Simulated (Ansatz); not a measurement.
Harmonic frequencies (cm⁻¹) at PBE0-D4/def2-TZVP from Ansatz: 35, 97, 148, 163, 192, 229, 276, 408, 433, 536, 567, 595, 609, 631, 647, 674, 700, 730, 930, 985, 1074, 1139, 1165, 1293, 1378, 1435, 1524, 2032, 2188, 3002, 3059, 3078, 3150.

Q: Which molecule is it?
A. `[Cl][GeH]1[CH2][GaH][O]C[O]1`
B. `S[SiH](Cl)CCl`
C. `[CH3][SbH][OH]`
D. `NC1(F)BN1`

A: A.
